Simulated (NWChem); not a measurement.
A series in which one site is exchanged, each optimised at PBE0/def2-SVP with NWChem, gas phase unless a solvent is named. This build's default masses of Se (78.918 u) and Br (79.917 u) are each other's, which moves their modes by up to 0.6 %. For some, no frequency run checked for a minimum. def2 effective core potentials on I; no spin-orbit coupling.

A: [SiH3][Mg][Cl] (MgSiH3Cl; site = Cl)
B: [SiH3][Mg][Br] (MgSiH₃Br; site = Br)
C: [SiH3][MgH] (MgSiH$_{4}$; site = H)
D: [SiH3][Mg][I] (MgSiH$_{3}$I; site = I)

Rank them by lowest singlet excitation, PBE0/def2-SVPD, TDA (eV), lowest first.

C (4.62), D (5.00), B (5.43), A (5.57)
